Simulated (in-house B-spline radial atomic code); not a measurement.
A run on neutral praseodymium that did not converge. Method: Dirac-Kohn-Sham PBE0, spherical fractional occupations, Fermi nucleus of rms radius 4.8919 fm; computed with an all-electron radial atomic-structure program (B-spline basis).

Command:
```bash
python run_scf.py task.json out
```
Settings (nuclear radius in fm, mass in u):
```
Z                59
configuration    [Xe] 4f3 6s2
hamiltonian      dirac
method           pbe0
spin_polarised   False
nucleus          fermi
rms_radius       4.8919
atomic_mass      140.90766
speed_of_light   137.035999084
```

First and last ten iterations of the last attempt (damped for 15 steps, keeping 80 % of the old Fock matrix, then DIIS):
```
 iter        energy (Eh)    residual
    1       -9231.965367    5.69e-01
    2       -9232.448676    5.17e-01
    3       -9237.253383    3.30e-01
    4       -9239.661481    2.00e-01
    5       -9240.810111    1.17e-01
    6       -9241.330249    7.07e-02
    7       -9241.553656    4.42e-02
    8       -9241.645037    2.79e-02
    9       -9241.681244    2.08e-02
   10       -9241.695719    1.56e-02
  111       -9241.629718    2.98e-02
  112       -9241.695808    1.17e-02
  113       -9241.692520    1.43e-02
  114       -9241.705911    5.72e-03
  115       -9240.657763    7.98e-02
  116       -9240.667936    7.91e-02
  117       -9240.661696    7.95e-02
  118       -9240.673365    7.91e-02
  119       -9240.678276    7.89e-02
  120       -9240.679476    7.89e-02
 not converged after 120 iterations
```

The smallest residual met was 6.2e-05; the threshold is about 6e-07. No energy from this run should be used. Cost of the run: 47 s on 1 thread of Arm Neoverse V2, with other jobs on the host.
